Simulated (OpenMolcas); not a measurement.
Tb3+: moving or changing the point charges

Tb3+ among 7 point charges of -2 e arranged as a pentagonal bipyramid (D5h), 2.32 Å from the ion, with the axial distance 2.459 Å.

| Item | Value |
| --- | --- |
| Program | OpenMolcas |
| Method | CASSCF |
| Basis | ANO-RCC-VTZP [8s7p5d3f2g1h] |
| Scalar Hamiltonian | DKH2, point nucleus |
| Active space | 8 electrons in 7 orbitals (4f) |
| State averaging | 2S+1 = 7 even, 7 roots; 2S+1 = 5 even, 62 roots kept (CI in the orbitals of an earlier block); 2S+1 = 3 even, 1 root kept (CI in the orbitals of an earlier block, 0 in the spin-orbit step) |
| Spin-orbit coupling | state interaction with AMFI integrals over the reference wave functions |

Runs around this geometry, states. Energies in cm-1 above the lowest state or level, χT in cm3 K/mol; under a threefold ground state the first gap can be a small split of the lowest multiplet, not the spin-orbit step.

```json
{"R (Å)": "2.32", "q (e)": "-1", "Ground state": "2S+1 = 7", "First state of that spin": "36.2", "First gap with spin-orbit (degeneracies)": "4.2 (1, 2)", "Width of lowest J": "780", "χT at 300 K": "11.718"}
{"R (Å)": "2.32", "q (e)": "-2", "Ground state": "2S+1 = 7", "First state of that spin": "70.8", "First gap with spin-orbit (degeneracies)": "6.8 (1, 2)", "Width of lowest J": "1541", "χT at 300 K": "11.657"}
{"R (Å)": "2.57", "q (e)": "-2", "Ground state": "2S+1 = 7", "First state of that spin": "19.3", "First gap with spin-orbit (degeneracies)": "9.7 (1, 2)", "Width of lowest J": "1141", "χT at 300 K": "11.683"}
{"R (Å)": "2.75", "q (e)": "-2", "Ground state": "2S+1 = 7", "First state of that spin": "146.5", "First gap with spin-orbit (degeneracies)": "10.0 (1, 2)", "Width of lowest J": "934", "χT at 300 K": "11.700"}
```

Taking the width of the lowest J multiplet as R^-n, n = -ln(934 / 1541) / ln(2.75 / 2.32) = 2.9 between the shortest and longest distance.

Scaling the charges by -1 / -2 = 0.50 scales the width of the lowest J multiplet by 780 / 1541 = 0.51; with fixed orbitals a first-order splitting would follow the charge.

High states are left out of the spin-orbit mixing, which shifts the levels that they would mix with. This is an electrostatic model: the charges have no orbitals. An unlabelled pair can be two single states that coincide in this model. A group larger than the point group allows holds several states that coincide in this model. No measured value stands beside these numbers.

A state without a sure symmetry label is named by its multiplicity alone.
